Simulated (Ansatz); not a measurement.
BeHI (SMILES [BeH][I]), charge 0, multiplicity 1, relaxed at each level with Ansatz (a quantum-chemistry and plane-wave program); harmonic frequencies from differences of analytic forces, average atomic masses, frozen cores. Elements past Kr take the def2 small-core potentials, without spin–orbit coupling.

| mode | HF/def2-TZVPP (cm⁻¹) | r2SCAN/def2-TZVPP (cm⁻¹) | B3LYP/def2-TZVPP (cm⁻¹) | PBE0/def2-TZVPP (cm⁻¹) | MP2/def2-TZVPP (cm⁻¹) | CCSD(T)/def2-TZVPP (cm⁻¹) |
|---|---|---|---|---|---|---|
| 1 | 522 | 492 | 501 | 492 | 504 | [?] |
| 2 | 522 | 492 | 501 | 492 | 504 | [?] |
| 3 | 601 | 602 | 596 | 604 | 598 | [?] |
| 4 | 2237 | 2171 | 2181 | 2166 | 2208 | 2170 |

### Question
Modes are in rising order at each level. Fill in the missing entries.

### Answer

- 3, CCSD(T)/def2-TZVPP (cm⁻¹): 592
- 2, CCSD(T)/def2-TZVPP (cm⁻¹): 499
- 1, CCSD(T)/def2-TZVPP (cm⁻¹): 499
